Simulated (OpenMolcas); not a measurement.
Computed transition rates of Ru III

```yaml
Program: OpenMolcas 26.06
Method: "MS-CASPT2, IPEA 0.25 Eh, imaginary shift 0.1 Eh (closed shells correlated: 4s 4p)"
Basis: ANO-RCC-VTZP [7s6p4d2f1g]
Scalar_Hamiltonian: DKH2, point nucleus
Active_space: 6 electrons in 5 orbitals (4d)
State_averaging: 2S+1 = 5 even, 5 roots; 2S+1 = 3 even, 45 roots; 2S+1 = 1 even, 50 roots
Spin-orbit_coupling: RASSI with atomic mean-field integrals over the reference wave functions, term energies averaged over their components
```

Rates come from the transition moments of the reference wave functions (E1 and E2 in the length form). At fixed line strength A goes as λ^-3 for E1 and M1 and as λ^-5 for E2, so a rate at the computed wavelength can be rescaled to the measured one. Measured vacuum wavelengths follow from level energies in Moore, Atomic Energy Levels, vol. III, NSRDS-NBS 35 (1971 reprint of NBS Circular 467, 1958). Branching counts decays inside the model space alone, at computed energies, and the table is only a selection of the M1 lines, drawn from those between levels with measured partners whose computed energy lies within a factor of 1.5 of the measured one.

```
  Upper    Lower  Type  λ computed (nm)  λ measured (nm)  A computed (s-1)  A rescaled (s-1)  Branching %
4d⁶ ⁵D₃  4d⁶ ⁵D₄    M1             8652             8630          5.34e-02          5.38e-02        100.0
4d⁶ ⁵D₂  4d⁶ ⁵D₃    M1            14510            14980          2.09e-02          1.90e-02        100.0
4d⁶ ⁵D₁  4d⁶ ⁵D₂    M1            22260            22730          8.45e-03          7.94e-03        100.0
4d⁶ ⁵D₀  4d⁶ ⁵D₁    M1            46300            47690          1.61e-03          1.47e-03        100.0
```

The largest correction is for 4d⁶ ⁵D₂ → 4d⁶ ⁵D₃ (M1): 2.09e-02 × (14510 / 14980)^3 = 1.90e-02 s-1, a factor of 0.91.

The computed rate and branching of 4d⁶ ⁵D₃ → 4d⁶ ⁵D₄ give the upper level a radiative lifetime of 1.000 / 5.34e-02 s-1 = 1.87e+01 s, counting decays inside the model space alone. The rescaled rate gives about 1.9e+01 s.

These are rates of the free ion; in crystals, glasses and complexes forced electric-dipole and non-radiative decay shorten such lifetimes by orders of magnitude. No measured rate stands beside these. Rescaling mends the energy factor alone: line strengths can still be far off where a level mixes with configurations outside the active space, and weak or spin-changing lines hang on small mixing coefficients that depend on the term gaps too, so rescaling need not improve them.

Term energies are means over components that CASPT2 splits; among the terms shown or strongly mixed into the levels shown the widest spread is 22 cm-1 (4d⁶ ⁵D). Levels of configurations with an s electron are missing; early in the row they begin among the upper levels of the d shell and mix with terms of their name. Measured partners are found by configuration, term and J. A level has none where our copy of the source lacks it or the pairing is in doubt (some pairs that miss far off the trend of their configuration count as doubtful). Levels of configurations outside the active space are missing.
